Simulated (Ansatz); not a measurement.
`FCC#CC(F)F` + H₂ → `CC#CC(F)F` + H–F at 500 K and 1 bar (hydrogenolysis of a C–F bond).

Gas-phase electronic energies from Ansatz, PBE0-D4/def2-TZVP geometries. CBS: MP2 limit from def2 TZ/QZ plus the TZ coupled-cluster correction, frozen cores. This one scheme is used for every species.

```tsv
species	CCSD(T)/CBS energy (Eh)	H − E (kJ/mol)	S (J/(mol·K))
`FCC#CC(F)F`	-453.29938	212.3	426.5
H₂	-1.17544	41.0	145.5
`CC#CC(F)F`	-354.12858	227.2	410.2
H–F	-100.39570	39.4	188.7
```

H − E and S are ideal-gas, rigid-rotor, harmonic terms from PBE0-D4/def2-TZVP, for one conformer and one mirror image of each species. The MP2-based limit puts H₂ 0.8 mEh under its directly extrapolated value; such offsets cancel only in part. 1 Eh = 2625.50 kJ/mol, R = 8.31446 J/(mol·K).

Problem. By hand: ΔE, ΔH, ΔS and ΔG.

Solution. ΔE = (-354.12858) + (-100.39570) − (-453.29938) − (-1.17544) = -0.04946 Eh = -129.9 kJ/mol. Δ(H − E) = 227.2 + 39.4 − 212.3 − 41.0 = 13.3, so ΔH = -116.6 kJ/mol. ΔS = 410.2 + 188.7 − 426.5 − 145.5 = 26.9 J/(mol·K). ΔG = -116.6 − 500 × (26.9)/1000 = -130.0 kJ/mol.

Problem. By hand: the equilibrium constant, and the temperature at which ΔG would vanish if ΔH and ΔS stayed fixed.

Solution. log₁₀ K = −ΔG/(RT ln 10) = 13.6. ΔH and −TΔS have one sign here, so there is no such temperature.

ΔH outweighs TΔS. A doubt of 5 kJ/mol in ΔE shifts log₁₀ K by 0.5 here. Other conformers and mirror images would add mixing entropy, several J/(mol·K) or more a flexible species. Modes under 60 cm⁻¹, often nearly free rotors, make the harmonic entropy too high. These are equilibria of isolated gas molecules and say nothing of rates. Largest T1 diagnostic: 0.012 (customary marks: 0.02 for closed shells, 0.045 for open ones).
